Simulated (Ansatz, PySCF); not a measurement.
Complex: CH5N (SMILES CN) (first 7 atoms) with CH2F2 (SMILES FCF); geometry from B3LYP-D3(BJ)/def2-TZVP, rigid monomers moved along the line of their centres of mass till N2···H11 is 2.13 Å.
(charge 0, multiplicity 1):
```xyz
12

C     -0.2824    -0.6010    -0.1669
N      0.2592     0.6147     0.4471
H     -1.0306    -1.0330     0.4979
H      0.5184    -1.3339    -0.2768
H     -0.7424    -0.4519    -1.1518
H     -0.4697     1.3086     0.5660
H      0.9680     1.0322    -0.1441
F     -1.0108    -1.1650     3.0291
C      0.1026    -0.4439     3.3726
F     -0.2918     0.5782     4.1896
H      0.5334    -0.0262     2.4616
H      0.7694    -1.0976     3.9377
```

Monomers are frozen at their geometry in the pair; levels with a basis set take the counterpoise correction.

Frozen-core correlation.

Run with Ansatz (Gaussian basis) for Hartree–Fock, density functionals and correlated methods; PySCF for the dispersion terms. 

PBE/def2-TZVPPD gives -1.91 kcal/mol for the interaction energy.

### Question
Predict the shift from PBE, with its sign, for: PBE-D3(BJ)/def2-TZVPPD, r2SCAN/def2-TZVPPD, B3LYP/def2-TZVPPD, wB97M-V/def2-TZVPPD, MP2/aug-cc-pVDZ, CCSD(T)/aug-cc-pVDZ.

### Answer
PBE-D3(BJ)/def2-TZVPPD -1.19; r2SCAN/def2-TZVPPD -0.36; B3LYP/def2-TZVPPD 0.73; wB97M-V/def2-TZVPPD -0.90; MP2/aug-cc-pVDZ -0.11; CCSD(T)/aug-cc-pVDZ -0.09 kcal/mol. 1 of 6 lie above PBE; the widest gap is to PBE-D3(BJ)/def2-TZVPPD.

Ansatz is a first-principles code.
